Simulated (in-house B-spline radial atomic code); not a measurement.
**Excitations of the ytterbium ion Yb²⁺ by several methods**

Full response, energies in eV; labels give the largest channel, * marks a mixed state, a dash one above the method's threshold, and an imaginary frequency an unstable closed-shell reference. Computed with an all-electron radial atomic-structure program (B-spline basis): linear response of the closed shell [Xe] 4f14 with each method's own kernel (bare exchange for TDHF, static screening on G0W0 levels for BSE, the adiabatic kernel for functionals); scalar-relativistic (spin-free one-electron X2C), finite nucleus, no spin-orbit coupling, no double excitations, S, P, D and F terms only; shells from n = 3 respond. Only terms of natural parity with L up to 3 were computed.

Spin-orbit coupling is strong here, so these LS terms don't match observed levels.

| method | 4f → 6s 3F | 4f → 6s 1F | 4f → 5d 3P | α (bohr³) |
| --- | --- | --- | --- | --- |
| TDHF | 7.324 | - | 5.502 | 6.294 |
| BSE on G0W0@HF | 4.097 | 4.208 | 3.916 | 6.798 |
| LDA VWN5 | 2.661 | 2.739 | 3.968 | 7.756 |
| PBE | 2.297 | 2.399 | 3.731 | 7.902 |
| PBE0 | 3.725 | 3.833 | 4.312 | 7.238 |
| B3LYP (VWN-RPA) | 3.094 | 3.201 | 4.099 | 7.439 |
| CAM-B3LYP | 3.040 | 3.148 | 3.951 | 7.461 |
| LC-wPBE | 2.879 | 2.987 | 3.539 | 7.706 |
| wB97X | 3.727 | 3.802 | 4.156 | 7.429 |
| HSE06 | 3.685 | 3.795 | 4.271 | 7.274 |
| BHandHLYP | ? | ? | ? | ? |
| BLYP | 1.905 | 2.011 | 3.581 | 8.051 |
| PBEsol | 2.525 | 2.624 | 3.845 | 7.81 |
| BP86 | 2.695 | 2.781 | 3.884 | 7.815 |
| LDA exchange-only | ? | ? | ? | ? |
| B97-1 | 3.539 | 3.621 | 4.316 | 7.325 |
| RPBE | 2.116 | 2.216 | 3.678 | 7.951 |
| OLYP | 2.124 | 2.218 | 3.957 | 7.675 |

**Question.** What does LDA exchange-only give?

**Answer.** 4f → 6s 3F: 1.823; 4f → 6s 1F: 1.941; 4f → 5d 3P: 3.362; α: 8.227 (eV, bohr³).

**Question.** What does BHandHLYP give?

**Answer.** 4f → 6s 3F: 4.603; 4f → 6s 1F: 4.724; 4f → 5d 3P: 4.686; α: 6.864 (eV, bohr³).
